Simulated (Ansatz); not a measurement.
CH6MgOSi (`[CH3][Mg][O][SiH3]`). The species carries charge 0 and has multiplicity 1.

Cartesian coordinates in Å:
```
C 0.457 2.065 1.879
Mg 0.122 0.555 0.505
O -0.168 -0.758 -0.691
Si -0.428 -1.934 -1.759
H -0.186 2.930 1.689
H 1.493 2.416 1.846
H 0.259 1.729 2.901
H -0.279 -1.443 -3.162
H 0.535 -3.061 -1.578
H -1.804 -2.499 -1.630
```

(1) What are the harmonic wavenumbers in cm⁻¹ at PBE0-D4/def2-TZVP (Ansatz, finite differences of forces, unscaled)? (Estimate.)

Results:

(1) The calculation gave: 13i, 55, 55, 138, 138, 385, 581, 581, 646, 735, 735, 958, 958, 999, 1099, 1151, 1442, 1442, 2176, 2176, 2191, 3036, 3120, 3120.
